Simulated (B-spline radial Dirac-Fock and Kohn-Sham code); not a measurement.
Satellites and hypersatellites of the K lines of Tl⁶⁷⁺

System: the Tl⁶⁷⁺ ion, configuration [Ne] 3s2 3p2.

The run's input, task.json:

```json
{"items": [{
  "Z": 81,
  "q": 67,
  "cfg": [[1, 0, 2], [2, 0, 2], [2, 1, 6], [3, 0, 2], [3, 1, 2]],
  "A": 205,
  "rrms": 5.4759,
  "do": ["binding", "quiet", "double"]
}]}
```

Run with: `python xray_run.py task.json out`

Level of theory: Dirac-Fock ΔSCF + Breit + QED; a B-spline atomic structure program. Each two-hole energy is an average over J within one jj subconfiguration, not an observable level; in light atoms, where LS coupling holds, the j-resolved values are not observed lines, and for a K spectator the Kα1 hypersatellite is nearly forbidden. Correlation energy is missing from these numbers.

Lines without a spectator: Kα2 (K-L2) 71069.6 eV, Kα1 (K-L3) 73167.2 eV. Shifts in eV with one spectator hole (a dash: not computed, or left out as unreliable):

| spectator hole | Kα2 | Kα1 |
| --- | --- | --- |
| K (1s) | +1134.7 | +1242.0 |
| L2 (2p1/2) | +158.1 | +218.7 |
| L3 (2p3/2) | +111.3 | +127.1 |
